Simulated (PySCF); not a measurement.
Relaxation of singlet [ZrCl3]+

Level of theory: PBE0 in PySCF with Zr def2-TZVP with ECP28, Cl def2-TZVP; scalar-relativistic core potentials, no spin–orbit coupling; density-fitted integrals. A (50,194) grid was used.

A hand-made trigonal pyramidal start, of C3v symmetry, held to at least that symmetry:

```xyz
4
charge 1 multiplicity 1, angstrom
Zr    0.0000    0.0000   -0.6268
Cl    2.1892    0.0000    0.5372
Cl   -1.0946    1.8959    0.5372
Cl   -1.0946   -1.8959    0.5372
```

Question: What forces act on the atoms at the start (eV/Å)?

Answer: 
```
atom     Fx     Fy     Fz
 Zr1   0.01   0.00   5.38
 Cl2  -2.78   0.00  -1.80
 Cl3   1.38  -2.40  -1.79
 Cl4   1.38   2.40  -1.79
```

Question: What does it relax to?

Answer: It ends at C3v with Zr–Cl 2.253 Å (×3); Cl–Zr–Cl 109.0° (×3) (after a last refinement on a finer grid). A frequency run shows a minimum. Other isomers or separated fragments may lie lower.

Question: How much energy is released, and in how many steps?

Answer: 140.1 kJ/mol in 7 steps.
